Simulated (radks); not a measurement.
Task: Coherent X-ray form factor from a spherical all-electron density. All-electron calculation, Dirac Kohn-Sham, PBEsol, spin-unpolarised, spherical densities, point nucleus. Program: a radial shooting solver on a logarithmic mesh with Libxc functionals.

| sin(theta)/lambda (1/angstrom) | f0 (electrons) |
|---|---|
| 0.05 | 73.325 |
| 0.1 | 71.416 |
| 0.15 | 68.573 |
| 0.2 | 65.168 |
| 0.25 | 61.539 |
| 0.3 | 57.932 |
| 0.4 | 51.300 |
| 0.5 | 45.670 |
| 0.6 | 40.921 |
| 0.8 | 33.270 |
| 1 | 27.331 |
| 1.25 | 21.900 |
| 1.5 | 18.343 |
| 2 | 14.418 |

The species is in the configuration that NIST lists as its ground one. Which atom or ion scatters so?

Result: The iridium ion Ir3+, [Xe] 4f14 5d6. Extrapolating in s^2 from the first two rows gives f0(0) = 74.0, near the electron count 74; among species with that count, the fall with angle is slower the higher Z, and the table is that of Z = 77; from so few rows the species is fixed only to a neighbour or two.
